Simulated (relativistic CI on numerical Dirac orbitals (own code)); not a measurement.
## Se XXI: sensitivity of the levels to the model

Base calculation: Dirac-Coulomb-Breit CI, orbitals from a KLI potential per configuration, QED by a radiative potential, unscaled Slater integrals.

Configurations in the expansion (outside the closed core [Ne]): 3s2 3p2, 3s 3p3, 3s2 3p 3d, 3p4, 3s 3p2 3d, 3p3 3d, 3s 3p 3d2, 3s2 3d 4p, 3p3 4s, 3s2 3p 4s, 3s 3p 3d 4s, 3p3 4p, 3s2 3p 4p, 3s2 3p 4d, 3s 3p2 4s, 3s2 3p 4f, 3p2 3d 4p, 3s 3p2 4p, 3s 3p2 4d, 3s 3p2 4f, 3s2 3p 5s, 3s2 3p 5p, 3s2 4s 4p, 3s2 3p 5d, 3s2 3p 5f, 3s2 3p 5g, 3s 3p 4s2, 3s 3p2 5s, 3s2 3d2, 3s 3d3, 3p2 3d2, 3p 3d3, 3p 3d2 4s, 3p 3d2 4p, 3p 3d2 4d, 3s2 3d 4s, 3s 3d2 4s, 3s 3p 3d 4p, 3s 3d2 4p, 3s 3d 4s 4p, 3s 3d 4p2, 3s 3d 4p 4d, 3p2 3d 4s, 3p 3d 4s2, 3p 3d 4s 4p, 3p 3d 4s 4d, 3s2 4s2, 3s 3d 4s2, 3s2 4p2, 3s 3p 4s 4p, 3s 4s2 4p, 3s 4s 4p2, 3s 4s 4p 4d. Double excitations out of closed p, d and f shells are left out; levels of such configurations are missing from the list, as are those of other unlisted configurations, and high levels can miss mixing partners. These lack a partner that the ground configuration has and come out too high: 3s 3p2 4d, 3s 3p2 4f, 3s 3p2 5s, 3s2 3p 4f, 3s2 3p 5s.

Variants: (1) valence Slater integrals scaled by 0.9; (2) QED terms removed. Shifts of the energy above 3s2 3p2 3P_0, in cm⁻¹, for the lowest level and the first level of each name with at least 55 % of one term (blank where a level changes its place among those of its configuration and J or its character, or is not in the variant):

| Level | Base | Δ(1) | Δ(2) |
| --- | --- | --- | --- |
| 3s2 3p2 3P_0 | 0 | 0 | 0 |
| 3s2 3p2 3P_1 | 48327 | +1408 | -134 |
| 3s2 3p2 3P_2 | 71678 | -136 | -151 |
| 3s2 3p2 1D_2 | 142860 | -1262 | -266 |
| 3s2 3p2 1S_0 | 209769 | -7355 | -234 |
| 3s 3p3 5S°_2 | 401014 | +13633 | +1685 |
| 3s 3p3 3D°_1 | 506145 | +4922 | +1532 |
| 3s 3p3 3D°_2 | 510110 | +5779 | +1510 |
| 3s 3p3 3D°_3 | 529203 | +6340 | +1458 |
| 3s 3p3 3P°_0 | 588488 | +446 | +1483 |
| 3s 3p3 3P°_1 | 594612 | +995 | +1449 |
| 3s 3p3 3S°_1 | 706084 | -13303 | +1701 |
| 3s2 3p 3d 3F°_2 | 706173 |  | +121 |
| 3s2 3p 3d 3F°_3 | 729794 | +2691 | -51 |

At this charge energies of transitions that change n are usually good to better than 1 %, and those within a shell (Δn = 0) to a few per cent.

Ionisation energy from the two ground configurations alone: base 843.312 eV. The NIST ASD value (semi-empirical) is 845.8 eV.

LS names give the leading component of a level, which can be under half, so a name can repeat, a term be missing and a line seem to break the LS rules.
